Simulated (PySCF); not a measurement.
Computed shifts of a molecule C4H10O2, PySCF with KT2/pcSseg-1, GIAO, gas phase, atoms alike by connectivity averaged where their shifts nearly agree, in ppm (number of nuclei): ¹³C: 80.5 (2), 64.6 (2). ¹H: 3.97 (2), 3.87 (6), 3.75 (2). References: ¹³C against TMS (σ = 185.1 ppm); ¹⁷O against H2O (σ = 330.4 ppm); ¹H against TMS (σ = 31.47 ppm), references at their B3LYP-D3(BJ)/def2-TZVP geometries, non-relativistic. Coordinates come from a PBE-D3(BJ)/def2-SVP optimisation. One conformer was computed; it need not be the lowest.

Question: Pick the molecule that these values belong to.
A) COCCOC
B) COC[C@H](C)O
C) CCOCOC
D) C[C@H](O)CCO

Answer: A, COCCOC
